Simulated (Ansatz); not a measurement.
The same bond dissociation along the group F, Cl, Br.

Calculated with Ansatz (gas phase, PBE0-D4/def2-TZVP geometries, no zero-point term in ΔE). CCSD(T)/CBS is the MP2 limit (def2-TZVPP, def2-QZVPP) plus CCSD(T) − MP2 in def2-TZVPP, frozen cores. This one scheme is used for every species, atoms too. Functionals use def2-TZVPP. No spin–orbit coupling; open shells (•) take unrestricted orbitals. Spin–orbit coupling would lower the free atoms: a little for Cl, F; clearly for Br. Elements past krypton have def2 core potentials. Bonds to Br, In are less sure, by a few kJ/mol each and by 10 to 20 or more in all where they break to atoms, as the def2 sets lack core-valence functions. Scalar relativity is left out up to krypton. Each species was taken in one conformer, which may not be the lowest.

```csv
reaction,MP2/CBS(def2) (eV),CCSD/CBS(def2) (eV),PBE-D4 (eV),CCSD(T)/CBS(def2) (eV)
`[OH][InH][F]` → F• + `[OH][InH]`•,5.44,4.98,4.98,5.10
`[OH][InH][Cl]` → Cl• + `[OH][InH]`•,4.48,4.17,4.09,4.26
`[OH][InH][Br]` → Br• + `[OH][InH]`•,4.06,3.79,3.61,3.87
```

Largest T1 diagnostic: 0.021, for `[OH][InH]`•.
